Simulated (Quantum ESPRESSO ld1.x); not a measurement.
The numbers below are computed, except where a source is named.
One sound ld1.x (Quantum ESPRESSO 7.5) input for the niobium ion Nb3+ gives E = -3815.830 hartree in 24 iterations:

```
 &input
    zed=41.0,
    iswitch=1,
    rel=1,
    dft='PBESOL',
    config='[Kr] 4d2',
    verbosity='high',
    prefix='ld1',
    max_out_wfc=37,
    file_charge='ld1.rho',
 /
```

Changed or added lines, one case at a time, and what came of them:

- dx=0.002: refused. The program stops in do_mesh with "ndmx is too small": the mesh holds 3500 points at most, so dx, xmin and rmax must fit that.
- beta=1.5: harmless. The Broyden-type mixing copes: 18 iterations against 24, same energy.
- config='[Kr] 4d2 1s1': refused. The program stops in el_config with "wavefunction 1S found too many times": the bracketed core already holds 1s.
- xmin=-2.0: silently wrong. The mesh starts too far from the nucleus; the run ends without a warning, but the energy is off by +3302 hartree against the default mesh.
- rel=4: refused. The program stops in ld1_readin with "wrong rel": rel takes 0, 1 or 2.
- lsd=2: refused. The program stops in ld1_readin with "lsd not correct": lsd takes 0 or 1.
- dft='HF': refused. The program stops in ld1_setup with "HF not implemented yet": ld1.x has no Hartree-Fock; KLI and OEP are its exact-exchange options.
